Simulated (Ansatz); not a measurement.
Two members of one family (Series BiH2X), computed with Ansatz in the gas phase; def2 core potentials for Bi, no spin–orbit coupling. The two geometries come from different levels. Binding counts from free atoms in the multiplicity of their measured ground term, without zero-point energy. The structures are stationary points that may keep the symmetry of their start.

First: BiH2(SMe) (singlet, charge 0, r2SCAN-D4/def2-TZVP geometry).

```xyz
8

Bi    1.308   -0.430    1.263
H     1.230    0.803    2.568
H     0.720   -1.661    2.427
S    -1.008    0.062    0.380
C    -0.601    0.271   -1.385
H     0.067    1.116   -1.551
H    -1.546    0.473   -1.890
H    -0.169   -0.635   -1.812
```

```csv
level,HOMO (eV),LUMO (eV),gap (eV),binding per atom (eV)
PBE-D4/def2-SVP,-5.13,-1.76,3.37,3.04
BLYP-D4/def2-TZVP,-5.17,-1.86,3.31,3.03
B97M-V/def2-TZVP,-5.64,-1.78,3.86,3.06
PBE0-D4/def2-SVP,-6.38,-1.04,5.34,2.97
PBE0-D4/def2-TZVP,-6.51,-1.21,5.30,2.99
```

Second: BiH2(OEt) (singlet, charge 0, PBE0-D4/def2-SVP geometry).

Cartesian coordinates in Å:
```
Bi 1.998 1.720 -0.051
H 1.183 3.312 0.144
H 1.941 1.468 1.742
O 0.157 0.752 -0.423
C 0.035 -0.572 0.008
C -1.308 -1.104 -0.446
H 0.840 -1.226 -0.399
H 0.109 -0.650 1.115
H -1.450 -2.148 -0.123
H -2.120 -0.492 -0.024
H -1.384 -1.060 -1.542
```

Q: Estimate the same table for the second.

A: 
```tsv
level	HOMO (eV)	LUMO (eV)	gap (eV)	binding per atom (eV)
PBE-D4/def2-SVP	-5.32	-1.84	3.48	3.53
BLYP-D4/def2-TZVP	-5.51	-1.98	3.53	3.48
B97M-V/def2-TZVP	-5.99	-1.94	4.05	3.48
PBE0-D4/def2-SVP	-6.81	-1.06	5.75	3.44
PBE0-D4/def2-TZVP	-7.00	-1.28	5.72	3.43
```
